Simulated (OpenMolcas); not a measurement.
A run on Cr2+ among 6 point charges of -2 e arranged as an octahedron (Oh), 2.13 Å from the ion.
```
   2.1300    0.0000    0.0000  -2.00
   0.0000    2.1300    0.0000  -2.00
  -2.1300    0.0000    0.0000  -2.00
   0.0000   -2.1300    0.0000  -2.00
   0.0000    0.0000    2.1300  -2.00
   0.0000    0.0000   -2.1300  -2.00
```

```json
{
  "Program": "OpenMolcas",
  "Method": "CASSCF",
  "Basis": "ANO-RCC-VDZP [5s4p2d1f]",
  "Scalar Hamiltonian": "DKH2, point nucleus",
  "Active space": "4 electrons in 5 orbitals (3d)",
  "State averaging": "2S+1 = 5 even, 5 roots; 2S+1 = 3 even, 45 roots; 2S+1 = 1 even, 50 roots",
  "Spin-orbit coupling": "RASSI with atomic mean-field integrals over the reference wave functions"
}
```

34 basis functions. Blocks (2S+1, parity, CSFs, roots kept): 5, even, 5, 5; 3, even, 45, 45; 1, even, 50, 50.

Problem. How long do the RASSCF and RASSI steps take on 1 thread of Arm Neoverse V1, on a shared host?

Solution. About 22 s of wall time, without the integral step.
